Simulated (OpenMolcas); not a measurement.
Mo5+ among 6 point charges of -1.7 e arranged as a tetragonal octahedron (D4h), 2.17 Å from the ion, with the axial distance 2.148 Å.
```
   2.1700    0.0000    0.0000  -1.70
   0.0000    2.1700    0.0000  -1.70
  -2.1700    0.0000    0.0000  -1.70
   0.0000   -2.1700    0.0000  -1.70
   0.0000    0.0000    2.1483  -1.70
   0.0000    0.0000   -2.1483  -1.70
```

```json
{"Program": "OpenMolcas 26.06", "Method": "CASSCF", "Basis": "ANO-RCC-VTZP [7s6p4d2f1g]", "Scalar Hamiltonian": "DKH2, point nucleus", "Active space": "1 electron in 5 orbitals (4d)", "State averaging": "2S+1 = 2 even, 5 roots", "Spin-orbit coupling": "state interaction with AMFI integrals over the reference wave functions"}
```

What is the spin-free ground state (labels of D4, the rotations of D4h)?

2B2, 1-fold in its orbital part, 100 % from free-ion D terms; it has the highest spin that d1 allows.

Where is the first state of the same spin?

2E at 247 cm-1 above the ground state. The two act as a nearly degenerate pair, with unquenched orbital momentum.

What are the lowest two levels with spin-orbit coupling?

A 2-fold level E3/2 with g = 0.39, 0.39, 0.89, then a 2-fold level E1/2 183.4 cm-1 above it. Their leading multiplicities are 2 (100 %) and 2 (100 %).

What is χT at 300 K, and how does it compare with the textbook value?

The lowest level has 2S+1 = 2, for which the spin-only value is χT = S(S+1) / 2 = 0.375 cm3 K/mol (g = 2). The computed 0.146 at 300 K differs by -0.229, through orbital momentum, spin-orbit coupling and any other state in reach.

Spin-orbit coupling mixes the spin-free states strongly: the lowest level takes only 70 % from its leading state, 2B2. Point charges carry no covalency, so the field is a model and not that of real ligands. No measured value stands beside these numbers.
